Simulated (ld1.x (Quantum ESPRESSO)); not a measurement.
**chlorine: from the effect back to the setting (TM)**

Base potential:

* Element: chlorine
* Generator: ld1.x (Quantum ESPRESSO) 7.5
* Type: norm-conserving Troullier–Martins (Kleinman–Bylander form)
* Functional: PBE
* Relativity: non-relativistic
* Frozen core: [He]
* Valence charge: 15
* Reference configuration: 2s2 2p6 3s1.5 3p5.5
* Partial waves: 2s (bound): rc 0.45 bohr; 2p (bound): rc 0.40 bohr; 3d channel at 0.45 Ry: rc 0.45 bohr
* Local potential: the d channel
* Core correction: none

Occupied shells without a wave of their own: 3p, 3s. They enter only through the test configuration that unscreens the potential.

Cutoffs, loose and tight: the cutoffs (Ry, on a coarse ladder) from which the occupation-weighted sum of valence levels, in a spherical-Bessel basis at the reference potential, stays within 10 and 1 mRy of its value at 400 Ry. They do not see the model core or the augmentation charge, which bear on the density cutoff. Test errors are all-electron minus pseudo excitation energies from the reference, over the configurations 2s2 2p6 3s2 3p5; 2s2 2p6 3s2 3p4; 2s2 2p6 3s2 3p3; 2s2 2p6 3s2 3p2; 2s2 2p6 3s2 3p4.5; 2s2 2p6 3s1 3p5; 2s2 2p6 3s2 3p5.3; variants that change the core or the reference have their own tests.

Only the p radius is moved:

```json
{"p radius (bohr)": "0.26", "bound ghosts": "not determined", "largest test error (meV)": "-92", "median size of the test errors": "80.8 meV"}
{"p radius (bohr)": "0.28", "bound ghosts": "not determined", "largest test error (meV)": "-92", "median size of the test errors": "82.0 meV"}
{"p radius (bohr)": "0.34", "bound ghosts": "not determined", "largest test error (meV)": "+117", "median size of the test errors": "88.4 meV"}
{"p radius (bohr)": "0.38", "bound ghosts": "not determined", "largest test error (meV)": "+164", "median size of the test errors": "94.1 meV"}
{"p radius (bohr)": "0.42", "bound ghosts": "not determined", "largest test error (meV)": "+231", "median size of the test errors": "105.6 meV"}
{"p radius (bohr)": "0.46", "bound ghosts": "not determined", "largest test error (meV)": "+312", "median size of the test errors": "119.4 meV"}
{"p radius (bohr)": "0.5", "bound ghosts": "not determined", "largest test error (meV)": "+476", "median size of the test errors": "147.3 meV"}
{"p radius (bohr)": "0.52", "bound ghosts": "not determined", "largest test error (meV)": "+533", "median size of the test errors": "157.1 meV"}
{"p radius (bohr)": "0.6", "bound ghosts": "none", "largest test error (meV)": "+1037", "median size of the test errors": "243.3 meV"}
```

Question: One more run gave bound ghosts: none; largest test error (meV): +742; median size of the test errors: 192.8 meV. Which value of the p radius was used?

Answer: 0.56 bohr. The median size of the test errors moves one way along this sweep, from 80.8 meV at 0.26 to 243.3 meV at 0.6 bohr, which places the run between 0.52 and 0.6 bohr.
